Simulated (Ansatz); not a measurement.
Ansatz (a first-principles code) input (PBE0/def2-TZVPD):

Ansatz 0.2 input:
```yaml
crystal:
  periodic: [false, false, false]
  atoms:
    - {symbol: Si, position_ang: [2.05537994, 0.04510173, 0.01088315]}
    - {symbol: C, position_ang: [0.20884959, -0.03776985, 0.02708787]}
    - {symbol: C, position_ang: [-0.61194291, -0.99651642, 0.59985313]}
    - {symbol: C, position_ang: [-1.96004022, -0.63841935, 0.35488650]}
    - {symbol: C, position_ang: [-1.94247726, 0.53413303, -0.36410752]}
    - {symbol: N, position_ang: [-0.63712315, 0.88657627, -0.55583640]}
    - {symbol: H, position_ang: [2.55357374, 1.28480501, 0.65925655]}
    - {symbol: H, position_ang: [2.59170933, 0.03750225, -1.37394261]}
    - {symbol: H, position_ang: [2.56570054, -1.13363385, 0.74357159]}
    - {symbol: H, position_ang: [-0.26627474, -1.86370464, 1.13832892]}
    - {symbol: H, position_ang: [-2.84092471, -1.17392521, 0.66687998]}
    - {symbol: H, position_ang: [-2.74763653, 1.13664003, -0.74882826]}
    - {symbol: H, position_ang: [-0.33793986, 1.70629390, -1.05309537]}
basis:
  gaussian:
    orbitals: def2-TZVPD
hamiltonian:
  xc: {name: PBE0}
total_charge: -1
magnetization: {spin_polarized: true, initial_magnetization: 1}
```

Output:

```
Functional definition: PBE0
integrals: 0.26 GiB planned
1528 factors; their error is unknown
0.51 GiB of the device are held for the grids
1.88 GiB of device memory are held for the factors and their scratch space
mean field: 2.36 GiB planned
mean field evaluation 1: about -13613.7418 eV, gradient 3.5e1 eV
mean field evaluation 2: about -13599.5331 eV, gradient 6.2e1 eV
mean field evaluation 4: about -13619.2961 eV, gradient 1.2e1 eV
mean field evaluation 8: about -13620.4706 eV, gradient 6.5e-1 eV
mean field evaluation 16: about -13620.4891 eV, gradient 3.9e-2 eV
mean field evaluation 32: about -13620.4893 eV, gradient 6.1e-5 eV
mean field evaluation 64: about -13620.0193 eV, gradient 6.3e0 eV
mean field evaluation 96: about -13620.4797 eV, gradient 2.3e-1 eV
mean field evaluation 128: about -13620.2022 eV, gradient 3.3e0 eV
mean field evaluation 160: about -13620.4893 eV, gradient 1.2e-5 eV
integrals: 0.90 GiB planned
a density is far from that of the atoms, so the factors are made again for it
2018 factors; integrals over basis functions are off by at most 1.1e-3 eV
0.51 GiB of the device are held for the grids
1.73 GiB of device memory are held for the factors and their scratch space
mean field: 1.37 GiB planned
mean field -13620.48953105 eV, -500.5437579668 hartree, gradient 2.2e-6 eV, S^2 0.750289; 0 other end points of the search recorded, 0 dependent functions left out
reference -13620.48957240 eV, -500.5437594863 hartree; 27, 26 occupied and 264, 265 virtual orbitals, 2018 factors
Total energy: -13620.48957240 eV, -500.5437594863 hartree
```

This state (charge -1, doublet) is run at the relaxed geometry of the species with charge 0 and multiplicity 1.
